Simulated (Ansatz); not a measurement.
Reaction (atomization): `C[S][Ge][Cl]` → C• + Cl• + Ge• + 3 H• + S•

Program: Ansatz. Geometries: PBE0-D4/def2-TZVP. ΔE: electronic, gas phase. CBS: MP2 limit from def2 TZ/QZ plus the TZ coupled-cluster correction, frozen cores. This one scheme is used for every species, atoms too. DFT in def2-TZVPP. B3LYP here is the variant with VWN-RPA as its local correlation; programs differ in this. Open shells (•) are unrestricted, without spin–orbit coupling. Spin–orbit coupling would lower the free atoms: a little for C, Cl, S; clearly for Ge. Bonds to Ge are less sure, by a few kJ/mol each and by 10 to 20 or more in all where they break to atoms, as the def2 sets lack core-valence functions. Scalar relativity is left out up to krypton. One conformer a species, not always the lowest.

(1) What is ΔE at CCSD(T)/CBS? (Best estimate.)

(2) What do these levels give: PBE-D4, PBE0-D4, r2SCANh-D4, ωB97M-V, PBE-QIDH, B3LYP, r2SCANh, r2SCAN0, HF/def2-TZVPP, CCSD/def2-TZVPP, HF/def2-QZVPP, MP2/def2-QZVPP? (Estimate.)

Largest T1 diagnostic among the species: 0.014.

## Answers

(1) The calculation gave: +24.15 eV.

(2) The calculation gave: PBE-D4 24.81, PBE0-D4 24.27, r2SCANh-D4 24.14, ωB97M-V 24.19, PBE-QIDH 23.95, B3LYP 23.74, r2SCANh 24.09, r2SCAN0 23.80, HF/def2-TZVPP 17.09, CCSD/def2-TZVPP 22.85, HF/def2-QZVPP 17.09, MP2/def2-QZVPP 24.23 eV.

At CCSD(T), def2-SVP lies −1.88 eV from the extrapolated value and def2-TZVPP −0.79 eV: correlation converges slowly with the basis, and small sets miss more of it in the bonded molecule than in its fragments. In def2-TZVPP, CCSD(T) changes the Hartree–Fock value by +6.28 eV (the triples alone add +0.52 eV) and MP2 by +6.69 eV; breaking electron pairs costs correlation energy, which Hartree–Fock lacks. From BLYP to BHLYP (50 % exact exchange), in def2-TZVPP and without D4, ΔE moves by −0.68 eV: exact exchange takes away binding that semilocal exchange gives to molecules.

For atomizations the MP2-based limit and the directly extrapolated one differ by several kJ/mol either way, and by 10 to 25 for some Ge, Se and Sn compounds, so smaller differences from it don't rank the levels.
